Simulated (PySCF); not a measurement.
# How methods differ on the excitation energy of Ag

Ag [Kr] 4d10 5s1 (2S) → Ag [Kr] 4d10 5p1 (2P), as a difference of total energies. Computed with PySCF 2.14 in aug-cc-pVTZ-PP with ECP28MDF (6s6p5d3f2g, 88 functions), with a scalar-relativistic core potential. Correlated levels: valence: 4s2 4p6 frozen. The calculations carry no spin-orbit coupling.

```json
{"method": "UHF", "excitation energy (eV)": "3.068"}
{"method": "MP2 (valence)", "excitation energy (eV)": "3.767"}
{"method": "SCS-MP2 (valence)", "excitation energy (eV)": "3.678"}
{"method": "CCSD (valence)", "excitation energy (eV)": "3.624"}
{"method": "CCSD(T) (valence)", "excitation energy (eV)": "3.677"}
```

**Question.** How much does correlation contribute at CCSD(T) (valence)?

**Answer.** 3.677 − (3.068) = 0.609 eV, measured against UHF.

Errors of the correlated levels include the incompleteness of this basis and the frozen core.

For comparison: 3.740 eV (measured; NIST levels, between the centres of gravity of the two terms).
